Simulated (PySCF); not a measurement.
Atoms are numbered as in `[CH2:1]=[CH:2][C@H:3]1[O:4][SiH2:5][SiH2:6][O:7][C:8]1=[O:9]`. Hydrogens are named by the atom that carries them. Ha(Si5), Ha(Si6) are cis to C2 on the ring; Ha(C1) is cis to C3; Hb(Si5), Hb(Si6) are trans to C2 on the ring; Hb(C1) is trans to C3.

- GIAO PBE0/pcSseg-1 shieldings
- GFN2-xTB geometry
- program: PySCF 2.14
- isolated molecule, non-relativistic, a single conformation

References, each an isolated molecule treated in the same way: ¹³C and ¹H and ²⁹Si against TMS; H2O for ¹⁷O.

```tsv
atoms	nucleus	count	δ (ppm)
Hb(C1)	¹H	1	?
C8	¹³C	1	168.8
H(C3)	¹H	1	4.49
O9	¹⁷O	1	479.3
Si6	²⁹Si	1	-26.4
Si5	²⁹Si	1	?
Hb(Si6)	¹H	1	?
Ha(C1)	¹H	1	5.89
C3	¹³C	1	75.6
O4	¹⁷O	1	15.6
C2	¹³C	1	142.4
Ha(Si5)	¹H	1	5.42
O7	¹⁷O	1	?
C1	¹³C	1	120.5
H(C2)	¹H	1	6.53
Ha(Si6)	¹H	1	5.74
Hb(Si5)	¹H	1	?
```

Complete the table.

## Answers


- Hb(Si6): 5.81 ppm, hydrogen on a silicon bonded to O, Si, in a 6-membered ring
- Hb(C1): 5.69 ppm, hydrogen on a terminal =CH2 carbon; olefinic region
- Hb(Si5): 5.51 ppm, hydrogen on a silicon bonded to O, Si, in a 6-membered ring
- O7: 168.9 ppm, oxygen bonded to C, Si, in a 6-membered ring
- Si5: -33.7 ppm, silicon bonded to O, Si, 2 H, in a 6-membered ring

Shifts are as computed. Against solution values, carbons near 30 ppm lie about +3 ppm off and those near 130 ppm about +5 ppm. Of 1211 compounds with measured shifts, 218 miss one by over three times the rms of a fit or turn the order of signals round; such compounds aren't used in these exercises. Unscaled 17O shifts of doubly bonded oxygen tend to come out too high, by tens of ppm or more. Experimental scales use liquid or dissolved standards, which lie at an offset from isolated H2O (liquid H2O: subtract about 36 ppm).
